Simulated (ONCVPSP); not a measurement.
# Configuration tests for Al (Z = 13) (ONCV)

* Element: aluminium (Al)
* Generator: ONCVPSP 4.0.1
* Type: optimised norm-conserving Vanderbilt (ONCV)
* Functional: PBE
* Relativity: scalar-relativistic
* Frozen core: [He]
* Valence charge: 11
* Reference configuration: 2s2 2p6 3s1 (charge +2)
* Partial waves: 2s+3s: rc 1.25 bohr, ncon 4, nbas 9, qcut 8.1 1/bohr, 2 projectors; 2p: rc 0.70 bohr, ncon 4, nbas 9, qcut 17.8 1/bohr, 3 projectors, debl 0.3 Ha; d scattering state at 0.25 Ha: rc 1.30 bohr, ncon 4, nbas 8, qcut 7.5 1/bohr, 2 projectors, debl 3.7 Ha
* Local potential: polynomial inside 0.60 bohr (lpopt 5, dvloc0 0 Ha)
* Core correction: Teter function, fcfact 3.5, rcfact 1.75

In the p channel the program set the typed energies aside and used -3.317, 0.250, 0.550 Ha.

Energies are relative to the spin-unpolarised reference configuration 2s2 2p6 3s1; without spin polarisation the order of configurations can differ from experiment.

```csv
valence configuration,charge,ΔE all-electron (eV),error AE − PS (meV)
2s2 2p6 3s0,+3,28.442,-1.9
2s1 2p6 3s2 3p1,+1,95.723,-186
```

Q: What are ΔE and the potential's error for 2s2 2p6 3s2 3p1?

A: ΔE = -24.987 eV all-electron; the error (AE − PS) is +0.1 meV.

Q: What are ΔE and the potential's error for 2s2 2p6 3s2?

A: ΔE = -19.225 eV all-electron; the error (AE − PS) is -0.2 meV.
